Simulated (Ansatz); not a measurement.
Born–Oppenheimer molecular dynamics of FH$_{9}$Si$_{4}$ (14 atoms, charge 0, multiplicity 1). It starts from a relaxed structure.

Method: Ansatz 0.2.0, RKS PBE/6-31G.

| Item | Value |
| --- | --- |
| ensemble | NVE (velocity Verlet) |
| time step | 0.5 fs |
| steps asked | 300 |
| starting velocities drawn for | 1000 K |
| seed | 335387 |

First frame:

```xyz
14
Properties=species:S:1:pos:R:3
Si 0.013 -0.076 -0.022
F 0.046 -0.288 1.712
Si 2.268 0.066 -0.774
H 3.049 -1.172 -0.392
H 2.252 0.182 -2.285
H 2.957 1.286 -0.203
Si -1.173 1.938 -0.479
H -2.609 1.848 -0.012
H -0.506 3.122 0.185
H -1.164 2.156 -1.979
Si -1.100 -1.963 -0.955
H -2.507 -2.086 -0.412
H -1.174 -1.769 -2.457
H -0.343 -3.244 -0.670
```

(1) How far do the bonds stretch over the last three quarters of this one trajectory? (Pairs bonded in most of those frames.)

Answers

(1) 
```json
{"bond": "Si1–F2", "mean (Å)": "1.761", "spread (Å)": "0.015", "shortest": "1.73", "longest": "1.79"}
{"bond": "Si1–Si3", "mean (Å)": "2.409", "spread (Å)": "0.054", "shortest": "2.34", "longest": "2.50"}
{"bond": "Si1–Si7", "mean (Å)": "2.396", "spread (Å)": "0.032", "shortest": "2.35", "longest": "2.46"}
{"bond": "Si1–Si11", "mean (Å)": "2.389", "spread (Å)": "0.027", "shortest": "2.35", "longest": "2.44"}
{"bond": "Si3–H4", "mean (Å)": "1.528", "spread (Å)": "0.045", "shortest": "1.46", "longest": "1.61"}
{"bond": "Si3–H5", "mean (Å)": "1.532", "spread (Å)": "0.059", "shortest": "1.43", "longest": "1.63"}
{"bond": "Si3–H6", "mean (Å)": "1.535", "spread (Å)": "0.082", "shortest": "1.40", "longest": "1.65"}
{"bond": "Si7–H8", "mean (Å)": "1.521", "spread (Å)": "0.050", "shortest": "1.44", "longest": "1.60"}
{"bond": "Si7–H9", "mean (Å)": "1.515", "spread (Å)": "0.013", "shortest": "1.49", "longest": "1.54"}
{"bond": "Si7–H10", "mean (Å)": "1.520", "spread (Å)": "0.014", "shortest": "1.49", "longest": "1.54"}
{"bond": "Si11–H12", "mean (Å)": "1.521", "spread (Å)": "0.032", "shortest": "1.46", "longest": "1.58"}
{"bond": "Si11–H13", "mean (Å)": "1.540", "spread (Å)": "0.096", "shortest": "1.39", "longest": "1.68"}
{"bond": "Si11–H14", "mean (Å)": "1.518", "spread (Å)": "0.044", "shortest": "1.44", "longest": "1.59"}
```

Mean temperature of the second half: 493 K. The conserved energy stayed within 0.34 meV per atom of its start (net change 0.17 meV per atom), so the integration is sound. Over the second half the temperature averaged 0.49 of the 1000 K drawn at the start: a run that starts near a minimum puts about half its kinetic energy into the potential. A run of 0.15 ps of so small a system gives no equilibrium averages. Limits of this set-up: no polarisation functions.

Run time: 27 min on 1 thread of AMD EPYC 7R43 64-Core Processor (Zen 3), on a shared host, peak memory 0.15 GiB.
